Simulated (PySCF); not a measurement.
Si(Cl)(F)2(SeH) (ClF2HSeSi), SMILES F[Si](F)(Cl)[SeH].

Geometry: r2SCAN-D4/def2-SVP. This is a generated structure with no PubChem entry under its InChIKey; it may be hypothetical. The values are those of a single conformer.

Two levels are set side by side: PBE/def2-TZVP (PySCF) and M06-2X/def2-TZVP (PySCF). Same geometry, gas phase. Differences are taken from unrounded values.

```
quantity                     M06-2X    PBE  PBE minus M06-2X
---------------------------  ------  -----  ----------------
orbital gap (eV)               9.20   5.12             -4.08
highest occupied level (eV)   -9.12  -6.74              2.38
lowest empty level (eV)        0.09  -1.62             -1.71
dipole moment (D)              1.79   1.65             -0.14
mean polarisability (bohr³)    57.5   60.3               2.8
```

PBE's occupied levels lie high since its potential decays too fast outside the molecule; exact exchange lowers them and widens the gap. Loosely held outer electrons make PBE densities more polarisable. Differences between two approximate levels are no errors against the true value.

Rough cost on one machine, each run with all the roots and properties that it gave: M06-2X against PBE about 4 times.
